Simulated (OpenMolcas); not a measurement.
## Ions of charge +2 along the 3d row on the Y site of Cs2NaYF6

```yaml
Program: OpenMolcas
Method: SS-CASPT2, IPEA 0.25 Eh, imaginary shift 0.1 Eh
Spin-orbit_coupling: state interaction with AMFI integrals over the reference wave functions
```

The d shell is active; CASPT2 correlates the ligand valence shells and the outer metal core. Each dopant is a cluster with its nearest anions in model potentials and point charges, with no relaxation and no local charge compensation. Distances were set from a Shannon-type radius of the metal (high-spin where two are listed) plus a fixed donor radius (F 1.31 Å), in hosts weighted 0.65 to 0.35 with the host's distance in the model lattice. Ligand basis ANO-RCC-VDZP, DKH2 Hamiltonian. States (labels of O, the rotations of Oh). Energies in cm-1 above the lowest state or level, χT in cm3 K/mol; under a threefold ground state the first gap can be a small split of the lowest multiplet, not the spin-orbit step; 10Dq and B are least-squares fits to the states below 45000 cm-1, weighted by degeneracy, with a free offset, and given where the rms deviation is under 5 % of |10Dq| (or 100 cm-1) and under 700 cm-1. Spin-only χT is S(S+1) / 2 for the spin of the ground state.

```
 Ion  Shell  R (Å)   Metal basis  Ground state  First state of that spin   10Dq  B (rms of fit)  First gap with spin-orbit (degeneracies)  χT at 300 K  First state of another spin  Spin-only χT
Ti2+    3d2  2.173  ANO-RCC-VTZP           3T1                 3T2 10710  12150       688 (291)                                  3 (2, 3)        1.098                     1T2 9070         1.000
 V2+    3d3  2.127  ANO-RCC-VTZP           4A2                 4T2 10560                                                     10490 (4, 2)        1.854                     2E 13050         1.875
Cr2+    3d4  2.134  ANO-RCC-VTZP            5E                  5T2 8890                                                         6 (1, 3)        2.959                    3T1 10800         3.000
Fe2+    3d6  2.121  ANO-RCC-VTZP           5T2                   5E 8110                                                       190 (3, 2)        4.092                    3T1 15190         3.000
Co2+    3d7  2.098  ANO-RCC-VTZP           4T1                  4T2 6710                                                       370 (2, 4)        3.597                     2E 13400         1.875
Ni2+    3d8  2.062  ANO-RCC-VTZP           3A2                  3T2 7300                                                      6980 (3, 2)        1.421                     1E 14140         1.000
Cu2+    3d9  2.088  ANO-RCC-VTZP            2E                  2T2 6220   6220                                               5560 (4, 2)        0.610                                      0.375
```

Every ion keeps the highest spin of its shell. χT departs most from the spin-only value for Co2+, by +1.722 cm3 K/mol.

Roots that are degenerate in the reference are averaged as groups; the widest CASPT2 spread within a group is 550 cm-1 (the 3-fold group of multiplicity 1 near 21400 cm-1 above the lowest state of its run, Ti2+). Shifts and gaps below about the spread of the groups concerned are not significant. Over all roots computed the reference weight is 0.72 to 0.74 in Ti2+, 0.72 to 0.73 in V2+, 0.71 to 0.73 in Cr2+, 0.71 to 0.73 in Fe2+, 0.72 to 0.73 in Co2+, 0.71 to 0.72 in Ni2+, 0.72 in Cu2+; a low but even weight reflects the number of correlated electrons. Ligand-to-metal charge-transfer states are missing. Free-ion shares, where given, are those of the reference states; single-state CASPT2 does not remix them. An orbital triplet at a regular site is open to Jahn-Teller coupling, which can distort the site and quench the lowest spin-orbit gaps and is left out (holds for Ti2+; Fe2+; Co2+). With no ligand orbital active B as a rule stays too high, so bands that hang on it stand too high and its fall with covalency is understated (holds for Ti2+; V2+; Cr2+). With one d shell and no ligand orbital active, 10Dq can be off by tens of per cent for divalent 3d ions, low with halides held by bare charges and at times high in hosts (holds for Ti2+; V2+; Cr2+; Fe2+; Co2+). These CASPT2 states fit no ligand-field parameters well, so their order and spin gaps are uncertain (holds for V2+; Cr2+; Fe2+; Co2+; Ni2+). An orbital doublet at a regular site is open to a Jahn-Teller distortion, which this geometry leaves out (holds for Cr2+; Cu2+). A single d shell leaves out the double-shell effect, which counts most for late 3d ions, where the CASPT2 field can be off either way by tens of per cent (holds for Fe2+; Co2+; Ni2+; Cu2+). For late 3d ions with one d shell CASPT2 can put B and the spin-flip bands somewhat low as well as high (holds for Fe2+; Co2+; Ni2+). With one d shell and no ligand orbital active, 10Dq can be off by tens of per cent for divalent 3d ions, low with halides held by bare charges and at times high in hosts, and the orbital part of g and χT goes as 1/10Dq (holds for Ni2+; Cu2+). No measured value stands beside these numbers; the geometry was set by hand and not optimised.
